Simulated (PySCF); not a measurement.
## Computed vibrations of [ErI2]+

[ErI2]+ (singlet in the valence; each metal's 4f electrons, 11 of them, lie in its core potential, out of spins and levels). PySCF 2.14.0, RKS PBE0, Er lcecp-1-SVP with ECP57, I def2-SVP with ECP28; non-relativistic Hamiltonian with scalar-relativistic core potentials where named; density fitting; no spin-orbit coupling. Central differences of gradients.

```xyz
3

Er    0.0000    0.0000   -0.9142
I     2.2441    0.0000    0.5976
I    -2.2441    0.0000    0.5976
```

Run from Python with OMP_NUM_THREADS=2. Where DIIS fails, smearing, a level shift and second-order steps follow.
It took 18 s on 2 threads of Intel(R) Xeon(R) 6975P-C (Granite Rapids) (shared host).

What are the harmonic wavenumbers and infrared intensities?

Modes are labelled in C2v; negative numbers are unstable modes, those under 60 cm⁻¹ near the noise; a finer grid moves soft modes by up to 10 cm⁻¹.
| cm⁻¹ | km/mol | symmetry |
| --- | --- | --- |
| 35 | 1.8 | a1 |
| 202 | 8.4 | a1 |
| 223 | 46.6 | b2 |

Is this a minimum?

Yes, within the noise of the softest modes. Ideal gas at 298.15 K and 1 bar: S = 361.2 J/(mol K), Cp = 56.8 J/(mol K), H − H(0 K) = 15.0 kJ/mol (rigid rotor, harmonic modes, spin degeneracy alone, that of the 4f electrons in the core included; the modes under 60 cm⁻¹ make these uncertain).

An lcecp potential fixes the number of 4f electrons, so in runs with it no electron can move into or out of that shell.
